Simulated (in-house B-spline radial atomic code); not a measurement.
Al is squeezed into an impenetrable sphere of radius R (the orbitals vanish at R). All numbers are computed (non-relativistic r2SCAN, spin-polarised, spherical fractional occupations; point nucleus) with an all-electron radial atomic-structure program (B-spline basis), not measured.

Energies in eV above the free atom in [Ne] 3s2 3p1:

```
R (bohr)  highest level (eV)  [Ne] 3s2 3p1  [Ne] 3s1 3p2  [Ne] 3s2 3d1
    9.31               -2.97       0.03354         3.051         5.282
    5.69               -1.22         1.453         4.656          9.11
    4.82               0.828         3.915         7.381         12.82
    4.18                3.83         8.355          12.2         18.46
    3.54                9.59         18.48         22.97          29.9
    3.01                18.9         37.22         42.58         49.37
    2.42                40.8         87.92         94.49         98.41
     2.2                55.6         125.4         132.2         133.3
    1.97                78.5         187.1         193.5         189.9
    1.33                 250         726.6           715         675.9
```

**Question.** Does [Ne] 3s1 3p2 fall below [Ne] 3s2 3p1 under compression?

**Answer.** Yes, between R = 1.97 and 1.33 bohr the order changes (near 1.74 bohr by linear interpolation).

**Question.** Does [Ne] 3s2 3d1 fall below [Ne] 3s2 3p1 under compression?

**Answer.** Yes, between R = 1.97 and 1.33 bohr the order changes (near 1.94 bohr by linear interpolation).

The highest level is first positive in the row R = 4.82 bohr, pushed up by confinement above the zero of the free ion's potential. Each configuration is held fixed and needn't be the lowest in the sphere.
